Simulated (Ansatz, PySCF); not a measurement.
5,5-difluorocyclopenta-1,3-diene (C5H4F2), SMILES FC1(F)C=CC=C1. Atoms are numbered in the order given.

```xyz
11

F      1.0849     0.0000    -1.3910
C      0.0000     0.0000    -0.5792
F     -1.0849     0.0000    -1.3910
C      0.0000    -1.1943     0.3541
C      0.0000    -0.7442     1.6136
C      0.0000     0.7442     1.6136
C      0.0000     1.1943     0.3541
H      0.0000    -2.2226    -0.0060
H      0.0000    -1.3546     2.5178
H      0.0000     1.3546     2.5178
H      0.0000     2.2226    -0.0060
```

The structure is a stationary point at PBE0-D3(BJ)/def2-SVP. The values are those of a single conformer.

Two levels are set side by side: PBE-D3(BJ)/def2-SVP (Ansatz, an electronic-structure program) and PBE0-D3(BJ)/def2-SVP (Ansatz). Each level has its own optimised geometry; the coordinates shown are those of the second. Frequencies come from the Hessian of PySCF at each geometry. Differences are taken from unrounded values.

```csv
quantity,PBE0-D3(BJ),PBE-D3(BJ),PBE-D3(BJ) minus PBE0-D3(BJ)
mean bond length (Å),1.297,1.307,0.011
bond F1–C2 (Å),1.355,1.373,0.018
bond C2–F3 (Å),1.355,1.373,0.018
bond C2–C4 (Å),1.516,1.525,0.009
bond C2–C7 (Å),1.516,1.525,0.009
bond C4–C5 (Å),1.337,1.350,0.012
bond C5–C6 (Å),1.488,1.494,0.006
bond C6–C7 (Å),1.337,1.350,0.012
bond C4–H8 (Å),1.089,1.097,0.008
bond C5–H9 (Å),1.091,1.099,0.008
bond C6–H10 (Å),1.091,1.099,0.008
bond C7–H11 (Å),1.089,1.097,0.008
highest harmonic wavenumber (cm⁻¹),3275,3186,-89
mean harmonic wavenumber (cm⁻¹),1266,1217,-49
zero-point energy (kcal/mol),48.87,46.98,-1.89
```

GGA bonds tend to be longer and softer than those of functionals with exact exchange. Differences between two approximate levels are no errors against the true value.
